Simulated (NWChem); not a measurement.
Species: Si$_{2}$H$_{5}$O$_{2}$Cl; SMILES O[Si@@H](Cl)O[SiH3]

```xyz
10

O      1.4659    -1.5478     0.6277
Si     0.7431    -0.5947    -0.4959
Cl    -1.2247    -1.1799    -0.7814
O      0.7038     0.9763    -0.0273
Si    -0.2680     2.3165     0.1720
H      1.0933    -1.5758     1.5142
H      1.4989    -0.7680    -1.7474
H     -1.0449     2.5844    -1.0726
H      0.6191     3.4734     0.4722
H     -1.2093     2.1004     1.3093
```
Atoms are numbered in this order, from 1.

Computed with NWChem. Geometry: optimised at PBE0/def2-SVP. GIAO values for the isolated, static molecule; σ is the absolute isotropic shielding, δ = σ(reference) − σ with the isolated reference molecule computed at the same levels (1H: tetramethylsilane, 17O: water, 29Si: tetramethylsilane).

```csv
level,δ O1 (ppm),δ Si2 (ppm),σ Cl3 (ppm),δ O4 (ppm),δ H6 (ppm),δ H7 (ppm),δ H8 (rotor mean) (ppm)
PBE0/pcSseg-1,___,___,___,___,___,___,___
BHandHLYP/pcSseg-1,71.7,-43.7,882.4,57.3,2.48,4.52,4.69
PBE/pcSseg-1,91.1,-40.6,828.7,75.9,2.38,5.02,5.16
```

**Question.** What belongs in the gaps?

**Answer.** 
- PBE0/pcSseg-1, δ O1 (ppm): 79.8
- PBE0/pcSseg-1, δ Si2 (ppm): -38.7
- PBE0/pcSseg-1, σ Cl3 (ppm): 860.3
- PBE0/pcSseg-1, δ O4 (ppm): 64.0
- PBE0/pcSseg-1, δ H6 (ppm): 2.43
- PBE0/pcSseg-1, δ H7 (ppm): 4.81
- PBE0/pcSseg-1, δ H8 (rotor mean) (ppm): 4.97
